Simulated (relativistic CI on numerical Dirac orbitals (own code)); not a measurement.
**Cu³⁺ in a cubic cluster: 2p photoemission with charge transfer**

Computed with a charge-transfer multiplet model of a cubic metal-ligand cluster with up to 2 ligand holes, Slater and spin-orbit integrals from Dirac-Coulomb-Breit ions, Slater integrals scaled by 0.8. The ground state mixes d8 with configurations of k ligand holes L, whose averages lie at kΔ + k(k − 1)U_dd/2; a core hole lowers each added d electron by U_cd. 300 K, Lorentzian 0.6 eV and Gaussian 0.8 eV FWHM.

Atomic integrals in eV (Slater integrals scaled, ζ unscaled), ground: F2dd 11.066, F4dd 6.905, zeta_d 0.110; with the core hole: F2dd 12.413, F4dd 7.786, zeta_d 0.150, zeta_core 13.370, F2cd 7.564, G1cd 5.867, G3cd 3.340.

Cluster parameters (eV): Δ = 1.6, U_dd = 7.5, 10Dq = 1.45, 10Dq(ligand) = 1.6, V(eg) = 3.15, V(t2g) = -1.53, final-state hopping factor = 1.

```tsv
Case	n_d	d8	d9L	d10L2	S
U_cd = 7.6 eV	8.46	0.57	0.40	0.03	1.00
U_cd = 8.2 eV	8.46	0.57	0.40	0.03	1.00
U_cd = 8.8 eV	8.46	0.57	0.40	0.03	1.00
U_cd = 10 eV	8.46	0.57	0.40	0.03	1.00
U_cd = 10.6 eV	8.46	0.57	0.40	0.03	1.00
```

Weights, n_d and S are thermal averages at 300 K. Binding energies count from the first peak over 30 % of the highest in each spectrum, which can be another peak from case to case. The parameters are a model scan and need not match a compound or its usual spin state. Peaks in eV (height, largest 100):
- U_cd = 7.6 eV: 0.0 (100), 8.2 (29), 20.5 (49), 28.5 (18)
- U_cd = 8.2 eV: 0.0 (100), 8.2 (32), 14.2 (5), 20.5 (49), 28.5 (20)
- U_cd = 8.8 eV: 0.0 (100), 8.2 (35), 14.7 (6), 20.4 (49), 28.5 (22), 34.9 (6)
- U_cd = 10 eV: 0.0 (100), 8.3 (40), 14.9 (9), 15.8 (9), 20.4 (50), 28.4 (26), 35.9 (8)
- U_cd = 10.6 eV: 0.0 (100), 8.3 (41), 14.5 (9), 15.5 (11), 16.4 (11), 20.3 (50), 28.5 (28), 36.6 (10)

For the case U_cd = 8.8 eV, Δ = 1.6 eV is smaller than U_dd = 7.5 eV, the charge-transfer side of the Zaanen-Sawatzky-Allen scheme. With the core hole the configuration with one ligand hole lies at Δ − U_cd = -6.0, -6.6, -7.2, -8.4, -9.0 eV from the one without, in the order of the table; where this is negative the screened configuration lies lower.
